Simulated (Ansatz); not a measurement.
C2H9AlOSi, SMILES `[CH3][Al]([SiH3])[CH2]O`, charge 0, multiplicity 1.

Give a relaxed structure at PBE0-D4/def2-TZVP (Ansatz). (Best estimate.)

Computed: 
Z-matrix (Å, degrees):
```
C
Al 1 1.949
H 1 1.092 2 111.3
H 1 1.095 2 111.3 3 121.1
H 1 1.095 2 111.0 3 -120.6
Si 2 2.467 1 121.2 3 -178.1
C 2 1.977 1 121.6 3 2.1
H 6 1.494 2 111.6 1 59.3
H 6 1.492 2 113.6 1 180.0
H 6 1.494 2 111.6 1 -59.4
O 7 1.424 2 110.2 1 -0.1
H 7 1.103 2 109.1 1 -122.9
H 7 1.103 2 109.1 1 122.8
H 11 0.961 7 109.0 2 180.0
```
Point group Cs.
This is one stationary point; other conformers may exist.
